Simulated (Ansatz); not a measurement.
`[SiH3][SiH3]` + `[AsH3]` → `[SiH3][AsH2]` + SiH₄ at 298.15 K and 1 bar (cleavage of the Si–Si bond).

Program: Ansatz. Geometries: PBE0-D4/def2-TZVP. ΔE: electronic, gas phase. CBS: MP2 limit from def2 TZ/QZ plus the TZ coupled-cluster correction, frozen cores. This one scheme is used for every species. For As outer-core shells are correlated without core-valence functions, which leaves a few kJ/mol of doubt a bond. Scalar relativity is left out up to krypton.

| species | CCSD(T)/CBS energy (Eh) | H − E (kJ/mol) | S (J/(mol·K)) |
| --- | --- | --- | --- |
| `[SiH3][SiH3]` | -581.74359 | 143.7 | 274.2 |
| `[AsH3]` | -2236.79077 | 67.8 | 222.9 |
| `[SiH3][AsH2]` | -2527.08228 | 120.7 | 293.4 |
| SiH₄ | -291.46306 | 92.1 | 204.8 |

H − E and S are ideal-gas, rigid-rotor, harmonic terms from PBE0-D4/def2-TZVP. 1 Eh = 2625.50 kJ/mol, R = 8.31446 J/(mol·K).

Problem. By hand: ΔE, ΔH, ΔS and ΔG.

Solution. ΔE = (-2527.08228) + (-291.46306) − (-581.74359) − (-2236.79077) = -0.01098 Eh = -28.8 kJ/mol. Δ(H − E) = 120.7 + 92.1 − 143.7 − 67.8 = 1.3, so ΔH = -27.5 kJ/mol. ΔS = 293.4 + 204.8 − 274.2 − 222.9 = 1.1 J/(mol·K). ΔG = -27.5 − 298.15 × (1.1)/1000 = -27.8 kJ/mol.

Problem. By hand: the equilibrium constant, and the temperature at which ΔG would vanish if ΔH and ΔS stayed fixed.

Solution. log₁₀ K = −ΔG/(RT ln 10) = 4.9. ΔH and −TΔS have one sign here, so there is no such temperature.

The number of gas molecules stays the same, so ΔS is small and ΔH decides. A doubt of 5 kJ/mol in ΔE shifts log₁₀ K by 0.9 here. These are equilibria of isolated gas molecules and say nothing of rates. Largest T1 diagnostic: 0.013 (customary marks: 0.02 for closed shells, 0.045 for open ones).

ΔS is within the doubt of such terms, so its sign, and with it that verdict, could turn.
